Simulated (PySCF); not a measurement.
trans-Ti(NH3)2Br4 (singlet state).
SMILES: `[NH3]->[Ti](<-[NH3])([Br])([Br])([Br])[Br]`

Computed with TDDFT wB97X-D/def2-SVPD, vertical, gas phase, core orbitals frozen in the response in PySCF. Geometry: PBE0-D3(BJ)/def2-SVP; no solvent, vibrations or thermal averaging. The wB97X-D/def2-SVPD calculation is non-relativistic and has no spin–orbit coupling, an omission that weighs most on bromine.

Computed singlets with f of 0.002 or more:

```json
{"state": "S7", "ν̃ (cm⁻¹)": "22090", "f": "0.0021"}
{"state": "S8", "ν̃ (cm⁻¹)": "23730", "f": "0.0094"}
{"state": "S9", "ν̃ (cm⁻¹)": "23750", "f": "0.0092"}
{"state": "S11", "ν̃ (cm⁻¹)": "26580", "f": "0.024"}
{"state": "S12", "ν̃ (cm⁻¹)": "26610", "f": "0.026"}
{"state": "S14", "ν̃ (cm⁻¹)": "29110", "f": "0.0058"}
```

Question: Turn these into Einstein A coefficients, radiative lifetimes, transition dipoles and integrated cross-sections.

Answer: A / s⁻¹ = 0.6670 f (ν̃ / cm⁻¹)² and τ = 1/A in vacuum; |μ| follows from f = (2/3) ΔE |μ|² (atomic units, 1 au = 2.5417 D); ∫σ dE = 109.76 f Mb·eV.

```json
{"state": "S7", "A (s⁻¹)": "6.7×10⁵", "τ": "1.5 μs", "|μ| (D)": "0.45", "∫σ dE (Mb·eV)": "0.23"}
{"state": "S8", "A (s⁻¹)": "3.5×10⁶", "τ": "280 ns", "|μ| (D)": "0.92", "∫σ dE (Mb·eV)": "1"}
{"state": "S9", "A (s⁻¹)": "3.5×10⁶", "τ": "290 ns", "|μ| (D)": "0.91", "∫σ dE (Mb·eV)": "1"}
{"state": "S11", "A (s⁻¹)": "1.1×10⁷", "τ": "88 ns", "|μ| (D)": "1.39", "∫σ dE (Mb·eV)": "2.6"}
{"state": "S12", "A (s⁻¹)": "1.2×10⁷", "τ": "82 ns", "|μ| (D)": "1.43", "∫σ dE (Mb·eV)": "2.8"}
{"state": "S14", "A (s⁻¹)": "3.3×10⁶", "τ": "310 ns", "|μ| (D)": "0.65", "∫σ dE (Mb·eV)": "0.64"}
```

The rates are for emission to S0 at the absorption energy, with no other channel.

Question: Suppose S7 emitted 0.3 eV lower with the same transition dipole. How would A change?

Answer: At fixed |μ|, A goes as the cube of the energy: (2.44/2.74)³ = 0.71, which makes τ about 2.1 μs.

Question: What is the integrated cross-section of all computed states together?

Answer: Σf = 0.079 over S1 to S15, so 109.76 × Σf ≈ 8.71 Mb·eV.

Question: How much energy does a mole of photons resonant with S12 carry?

Answer: 3.299 eV × 96.485 = 318 kJ/mol (76 kcal/mol).

On an Arm Neoverse V1 with one thread, no GPU, shared host, this took 3.1 min wall (grids of density and orbitals included) and 1.6 GiB of memory at its peak.
